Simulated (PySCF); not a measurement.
CH11NSi4, SMILES N[SiH2][SiH]1[SiH2]C[SiH2]1. Atoms are numbered in the order given.

```xyz
17

N      3.1747    -1.2275    -0.0452
Si     2.3377     0.2917     0.2021
Si     0.1063    -0.1813     0.7334
Si    -1.5573     1.4742     0.3819
C     -2.6956     0.1748    -0.4567
Si    -1.3068    -1.0460    -0.9691
H      4.1910    -1.1988    -0.1729
H      2.7633    -1.8871    -0.7115
H      3.0409     1.0062     1.3263
H      2.2904     1.2574    -0.9673
H     -0.0797    -0.9158     2.0385
H     -2.1670     2.2234     1.5398
H     -1.0711     2.4787    -0.6318
H     -3.3066    -0.3112     0.3350
H     -3.3786     0.5334    -1.2528
H     -1.6941    -2.5037    -0.9984
H     -0.7574    -0.6789    -2.3254
```
Charge 0, spin multiplicity 1.

Coordinates come from a PBE-D3(BJ)/def2-SVP optimisation. The structure was generated by enumeration, and PubChem lists no compound with its InChIKey, so it may never have been made. Other conformers were not sampled.

Two levels are set side by side: PBE/pcSseg-1 (PySCF) and PBE0/pcSseg-1 (PySCF). GIAO shifts against NH3 (¹⁵N), TMS (²⁹Si), TMS (¹H), TMS (¹³C) at the same level; non-relativistic, no solvent, atoms listed together averaged. Differences are taken from unrounded values.

```
quantity                    PBE
-----------------------  ------
δ(¹⁵N) of N1 (ppm)         12.6
δ(²⁹Si) of Si2 (ppm)      -40.7
δ(²⁹Si) of Si3 (ppm)     -100.1
δ(¹³C) of C5 (ppm)          2.2
δ(¹H) of H11 (ppm)         4.39
δ(¹H) of H14, H15 (ppm)    1.27
```

Question: These are the PBE values. What does PBE0 give? (An estimate is asked for; the answer gives what the named calculation found.)

Answer: 
```csv
quantity,PBE0,PBE minus PBE0
δ(¹⁵N) of N1 (ppm),8.0,4.6
δ(²⁹Si) of Si2 (ppm),-40.0,-0.7
δ(²⁹Si) of Si3 (ppm),-99.4,-0.7
δ(¹³C) of C5 (ppm),0.3,1.9
δ(¹H) of H11 (ppm),4.26,0.13
"δ(¹H) of H14, H15 (ppm)",1.15,0.13
```

Rough cost on one machine, each run with all the roots and properties that it gave: PBE0 against PBE within a factor of 2.
